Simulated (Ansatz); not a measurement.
A single point on C₂H₃Cl₂Ga, SMILES `C=[CH][Ga]([Cl])[Cl]`.

```yaml
crystal:
  periodic: [false, false, false]
  atoms:
    - {symbol: C, position_ang: [0.786911, 0.535067, 1.116899]}
    - {symbol: C, position_ang: [-0.133252, -0.318561, 0.676416]}
    - {symbol: Ga, position_ang: [-0.626258, -0.347728, -1.187178]}
    - {symbol: Cl, position_ang: [-2.087914, -1.657252, -2.020156]}
    - {symbol: Cl, position_ang: [0.304160, 0.986292, -2.573261]}
    - {symbol: H, position_ang: [1.081115, 0.570826, 2.163085]}
    - {symbol: H, position_ang: [1.287513, 1.235856, 0.454697]}
    - {symbol: H, position_ang: [-0.612285, -1.004500, 1.369497]}
basis:
  gaussian: {orbitals: def2-QZVPP}
correlation: {method: mp2}
```

```sh
$ ansatz run in.yaml --threads 4 --pin off --events-out ev --progress --plain --max-ram 10444MiB
```

Output, abridged:

```
Functional definition: HF
  name "HF"
  cite "Fock, Z. Phys. 61, 126 (1930) doi:10.1007/BF01340294"
  parent pbe
  exchange = exact_x
  correlation = 0
2637 factors; integrals over basis functions are off by at most 7.7e-4 eV
mean field evaluation 1: about -79453.3761 eV, gradient 3.2e1 eV
mean field evaluation 2: about -79453.4966 eV, gradient 3.2e1 eV
mean field evaluation 4: about -79456.1575 eV, gradient 5.0e0 eV
mean field evaluation 8: about -79456.2025 eV, gradient 3.1e-1 eV
mean field -79456.20286395 eV, -2919.9615979016 hartree, gradient 2.0e-6 eV, S^2 0.000000; 0 other end points of the search recorded, 0 dependent functions left out
21 core orbitals not correlated: weight in the atoms' cores, before any rotation towards them, 1.000 or more for the frozen orbitals, at most 0.000 for the correlated occupied ones
reference -79456.20286395 eV, -2919.9615979016 hartree; 19, 19 occupied and 393, 393 virtual orbitals, 2637 factors
second order -33.15108099 eV of doubles, -0.00000000 eV of singles
Total energy: -79489.35394495 eV, -2921.1798776575 hartree
```

Run time 18 s (4 threads of an Arm Neoverse V2 on a shared host); peak host memory 2.3 GiB.
